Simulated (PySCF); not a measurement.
## Calculated data, AlBFHO, FHOSi$_{2}$, C$_{2}$H$_{6}$Al

Computed with PySCF 2.14.0. Calculation on a computer-drawn molecule: the log of a Hartree-Fock and frozen-core CCSD(T) single point meant for a local Hartree-Fock minimum, with one planted fault or none, to be diagnosed. Offsets are logged minus clean, where the clean run is the same molecule without the fault. The reference is restricted for singlets and unrestricted otherwise, and also for a bond in bohr or an excited solution. Adding or removing an electron swaps singlet and doublet. The excited solution moves the top pair (singlet) or top alpha electron (doublet) to the lowest empty orbital. Highest occupied and lowest empty are orbital energies over both spins, largest force is the largest gradient component, triples share is (T) over the correlation energy, the T1 limit is 0.02 restricted and 0.045 unrestricted, electrons count all cores, a negative frequency is imaginary (commonest isotopes), and the dipole is about the centre of nuclear charge.

Common to all runs: meant charge 0; meant basis cc-pV(D+d)Z; logged SCF converged yes; logged SCF stable within its kind yes; possible faults no fault, one electron removed, one electron added, multiplicity raised by two, geometry at a saddle point, SCF held on an excited solution, minimal basis STO-3G, one bond length entered in bohr, all coordinates scaled.

(1) AlBFHO

Logged structure:
```xyz
5
AlBFHO
F     -0.6358     0.8670     0.9327
B     -0.5270     0.1500    -0.1916
O     -1.5277    -0.6476    -0.5630
Al    -2.8932    -1.6253    -0.9126
H      0.4863     0.2656    -0.8184
```

```
meant multiplicity                   : 1
logged electrons                     : 36
logged basis functions               : 25
logged spin squared                  : 0
logged highest occupied              : -5.5639 eV
logged lowest empty                  : 9.047 eV
logged largest force                 : 0.027567 hartree/bohr
logged T1 diagnostic                 : 0.01926
logged D1 diagnostic                 : 0.068298
logged triples share                 : 0.056531
logged CC converged                  : yes
logged dipole magnitude              : 3.2147 debye
logged energy HF                     : -435.97885 hartree
logged energy CCSD(T)                : -436.13703 hartree
planted fault                        : minimal basis STO-3G
HF energy offset from clean run      : 3564 kcal/mol
CCSD(T) energy offset from clean run : 3796 kcal/mol
```

Drawn bonds:
```csv
atom,other atom,order
1,2,1
2,3,1
3,4,1
2,5,1
```

(2) FHOSi$_{2}$

Logged structure:
```xyz
5
FHOSi2
O     -2.7966    -1.2396    -0.8827
Si    -2.2004    -0.0992    -0.1298
F     -0.8686    -0.1960     0.7554
Si    -2.9580     2.1591    -0.0613
H     -3.7522     1.8402     1.1852
```

```
meant multiplicity              : 1
logged electrons                : 45
logged basis functions          : 79
logged spin squared             : 1.1346
logged highest occupied         : -15.931 eV
logged lowest empty             : -6.8121 eV
logged largest force            : 0.094612 hartree/bohr
logged dipole magnitude         : 3.0627 debye
logged energy HF                : -752.43558 hartree
planted fault                   : one electron removed
HF energy offset from clean run : 202.6 kcal/mol
```

Drawn bonds:
```csv
atom,other atom,order
1,2,2
2,3,1
2,4,1
4,5,1
```

Notes: coupled-cluster numbers left out as unreliable.

(3) C$_{2}$H$_{6}$Al

Logged structure:
```xyz
9
C2H6Al
C     -0.3621    -0.8186    -1.0631
C      1.0853    -0.6070    -0.5900
Al     1.9110    -2.1004     0.4313
H     -0.4474    -1.6889    -1.7196
H     -1.0397    -0.9868    -0.2216
H     -0.7396     0.0460    -1.6175
H      1.1505     0.2981     0.0297
H      1.7351    -0.3949    -1.4507
H      1.0662    -3.4334     0.6875
```

```
meant multiplicity                   : 2
logged electrons                     : 32
logged basis functions               : 81
logged spin squared                  : 0
logged highest occupied              : 0.074222 eV
logged lowest empty                  : 6.5755 eV
logged largest force                 : 0.052709 hartree/bohr
logged T1 diagnostic                 : 0.012296
logged D1 diagnostic                 : 0.04174
logged triples share                 : 0.028061
logged CC converged                  : yes
logged dipole magnitude              : 7.8537 debye
logged energy HF                     : -321.07863 hartree
logged energy CCSD(T)                : -321.50921 hartree
planted fault                        : one electron added
HF energy offset from clean run      : 18.52 kcal/mol
CCSD(T) energy offset from clean run : -2.02 kcal/mol
```

Drawn bonds:
```csv
atom,other atom,order
1,2,1
2,3,1
1,4,1
1,5,1
1,6,1
2,7,1
2,8,1
3,9,1
```

Notes: highest electron not bound in this basis.
